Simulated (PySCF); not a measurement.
C2Fe, SMILES [C]1[Fe][C]1, multiplicity 5.

Geometry: B3LYP-D3(BJ)/def2-TZVP. The multiplicity is an assumed one; other spin states were not compared.

Two levels are set side by side: PBE/def2-TZVPD (PySCF) and M06-2X/def2-TZVPD (PySCF). Same geometry, gas phase. Differences are taken from unrounded values.

| quantity | PBE |
|---|---|
| α-spin orbital gap (eV) | 1.67 |
| β-spin orbital gap (eV) | 0.60 |
| dipole moment (D) | 5.47 |
| mean polarisability (bohr³) | 53.8 |

Question: These are the PBE values. What does M06-2X give? (The exact figures need the calculation; the answer reports its results.)

Answer: 
| quantity | M06-2X | PBE minus M06-2X |
|---|---|---|
| α-spin orbital gap (eV) | 4.90 | -3.23 |
| β-spin orbital gap (eV) | 4.83 | -4.23 |
| dipole moment (D) | 7.15 | -1.68 |
| mean polarisability (bohr³) | 51.0 | 2.7 |

Loosely held outer electrons make PBE densities more polarisable. Differences between two approximate levels are no errors against the true value.

Rough cost on one machine, each run with all the roots and properties that it gave: M06-2X against PBE about 2 times.
